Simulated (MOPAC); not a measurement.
MOPAC input (AM1):

```
AM1 1SCF GEO-OK AUX(PRECISION=9) THREADS=1
BrI

I    -0.00000000 1   -0.00000000 1   -0.99424200 1
Br    0.00000000 1    0.00000000 1    1.50556600 1
```

From the output:

```
                                                       MOPAC v23.2.5 Linux

          FINAL HEAT OF FORMATION =          9.38721 KCAL/MOL =      39.27607 KJ/MOL

          COSMO AREA              =         97.32 SQUARE ANGSTROMS
          COSMO VOLUME            =         83.52 CUBIC ANGSTROMS

          IONIZATION POTENTIAL    =         10.952331 EV
          HOMO LUMO ENERGIES (EV) =        -10.952 -2.209
          NO. OF FILLED LEVELS    =          7
          MOLECULAR WEIGHT        =        206.8085         POINT GROUP:  C*v

          MOLECULAR DIMENSIONS (Angstroms)

            Atom       Atom       Distance
           Br     2    I     1     2.49981
           Br     2    I     1     0.00000
            I     1   Br     2     0.00000

          SCF CALCULATIONS        =          1

   ATOM   CHEMICAL          X               Y               Z
  NUMBER   SYMBOL      (ANGSTROMS)     (ANGSTROMS)     (ANGSTROMS)

     1       I         -0.00000000  *  -0.00000000  *  -0.99424200  *
     2      Br          0.00000000  *   0.00000000  *   1.50556600  *

                             CARTESIAN COORDINATES

   1    I       -0.000000000    -0.000000000    -0.994242000
   2   Br        0.000000000     0.000000000     1.505566000

           Empirical Formula: I Br  =     2 atoms

      MOLECULAR POINT GROUP   :   C*v

                  EIGENVALUES
 -33.44954 -29.00220 -13.84817 -12.80390 -12.80390 -10.95233 -10.95233  -2.20948

              NET ATOMIC CHARGES AND DIPOLE CONTRIBUTIONS

  ATOM NO.   TYPE          CHARGE      No. of ELECS.   s-Pop       p-Pop
    1          I           0.095421        6.9046     1.98369     4.92088
    2         Br          -0.095421        7.0954     1.98536     5.11006
 DIPOLE           X         Y         Z       TOTAL
 POINT-CHG.     0.000     0.000    -1.146     1.146
 HYBRID        -0.000     0.000     0.513     0.513
 SUM           -0.000     0.000    -0.633     0.633

          ATOMIC ORBITAL ELECTRON POPULATIONS

     Atom    s        px        py        pz
    1  I   1.98369   2.00000   2.00000   0.92088
    2 Br   1.98536   2.00000   2.00000   1.11006

 **********************
 *                    *
 * JOB ENDED NORMALLY *
 *                    *
 **********************

 == MOPAC DONE ==
```

The geometry given is a B3LYP-D3(BJ)/def2-TZVP minimum.
